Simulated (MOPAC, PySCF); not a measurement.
Complex: H2O (SMILES O) (first 3 atoms) with ClH3Si (SMILES [SiH3]Cl); geometry from B3LYP-D3(BJ)/def2-TZVP, rigid monomers moved along the line of their centres of mass till O1···Si4 is 4.47 Å.
(charge 0, multiplicity 1):
```xyz
8

O      0.1941    -0.2430    -0.1529
H      1.1184    -0.3253    -0.4101
H      0.1356     0.5998     0.3130
Si    -0.4214    -0.9721     4.2114
Cl    -0.1435     1.0926     4.1927
H     -0.6502    -1.3436     5.6229
H      0.8057    -1.6156     3.7126
H     -1.5988    -1.2998     3.3933
```

Counterpoise-corrected where a basis set is named; no monomer relaxation. Rows marked so take none.

Rows in 3-21G, 6-311+G** carry no dispersion term and start afresh at each structure. The state that PM3 reach isn't checked.

Run with MOPAC for PM3 (differences of heats of formation); PySCF for 3-21G rows, 6-311+G** rows. Each number belongs to the level named beside it.

What interaction energy does B3LYP/3-21G (no counterpoise) give?

-2.0 kcal/mol

Give the interaction energy at the level B3LYP/6-311+G** (no counterpoise).

-0.9 kcal/mol

Estimate the interaction energy that PM3 returns for this input.

-0.3 kcal/mol
